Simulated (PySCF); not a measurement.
Cartesian coordinates (Å):
```xyz
5

B     -0.5942     0.0864     0.0072
C      0.8616    -0.1252    -0.0104
O      2.0103    -0.2922    -0.0243
H     -0.9856     1.2154     0.0801
H     -1.2922    -0.8844    -0.0526
```
Charge 0, spin multiplicity 2.

**Question.** Estimate the dipole moment, highest occupied spin orbital and total energy that PBE-D3(BJ)/def2-TZVP in PySCF returns for this input.

**Answer.** 
| Quantity | Value |
|---|---|
| dipole moment | 0.04 D |
| highest occupied spin orbital | -5.48 eV |
| total energy | -139.2267 Ha |
